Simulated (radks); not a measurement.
Question: Ionisation of the iridium ion Ir+, [Xe] 4f14 5d7 6s1, to [Xe] 4f14 5d7 as the strength of local exchange is varied. All-electron calculation, non-relativistic Kohn-Sham, Slater X-alpha exchange (alpha = 2/3 is LDA exchange), no correlation, spin-polarised, spherical densities, point nucleus; open shells are filled with parallel spins first (spin-orbit coupling, left out, can overturn this in heavy ions); relativity is left out, which matters for an element this heavy. Program: a radial shooting solver on a logarithmic mesh with Libxc functionals.

| alpha | E(Ir+) (hartree) | exchange (hartree) | IE (eV) | -e of the level emptied (eV) | <r> of it (bohr) |
|---|---|---|---|---|---|
| 0.667 | -16793.6651 | -311.3082 | 15.148 | 11.721 (6s) | 2.990 |
| 0.671 | -16795.5321 | -313.2119 | 15.182 | 11.755 (6s) | 2.987 |
| 0.732 | -16824.0314 | -342.2973 | 15.703 | 12.280 (6s) | 2.945 |
| 0.868 | -16887.7542 | -407.5082 | 16.891 | 13.484 (6s) | 2.857 |
| 0.991 | -16945.6035 | -466.9183 | 17.992 | 14.611 (6s) | 2.782 |
| x | -16962.5740 | -484.3841 | 18.320 | 14.948 (6s) | 2.761 |

Which alpha was used in the last row?

Answer: alpha = 1.027. NIST Atomic Spectra Database: 17.0 +/- 0.3 eV (semi-empirical). The Delta-SCF value meets it near alpha = 0.88. Relativity is left out here, which matters for elements this heavy. Open shells are spherical and high-spin; term and fine-structure splittings are not resolved.
